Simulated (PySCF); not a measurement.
selenium hexafluoride (F$_{6}$Se), singlet, at a GFN2-xTB geometry. Base run: PBE0/3-21G (PySCF).

PySCF was given this input:
```python
from pyscf import gto, scf, dft

mol = gto.Mole()
mol.atom = '''
    F     0.972274   -1.319899   -0.497489
    Se   -0.000000    0.000000    0.000000
    F     1.229734    1.089143   -0.486281
    F    -1.229734   -1.089143    0.486281
    F    -0.690930    0.081125   -1.565561
    F     0.690930   -0.081125    1.565561
    F    -0.972274    1.319899    0.497489
'''
mol.basis = '3-21g'
mol.charge = 0
mol.spin = 0
mol.verbose = 4
mol.build()

mf = dft.RKS(mol)
mf.xc = 'pbe0'
mf.kernel()
```

Variants of this job, named by their change:

```csv
change,ΔE vs base (mEh),fitting functions
base,0.000,-
"exchange = seminumerical (SGX) (with mf = sgx.sgx_fit(mf, auxbasis='def2-universal-jfit'); with mf.with_df.dfj = True)",-5.401,352
auxbasis = autoaux,-0.022,727
auxbasis = def2-tzvp-ri,-7230.7,615
auxbasis = cc-pvtz-ri,-7734.1,652
auxbasis = default (with mf = mf.density_fit()),-0.064,728
auxbasis = def2-svp-ri,-6989.0,415
auxbasis = even-tempered beta=3.0,-41.315,361
auxbasis = cc-pvqz-jkfit,-1.181,854
auxbasis = cc-pvdz-jkfit,161.5,591
```

A fitting set is made for a task (jfit for Coulomb, jkfit for Coulomb and exchange, ri for correlation) and for a family of orbital bases.
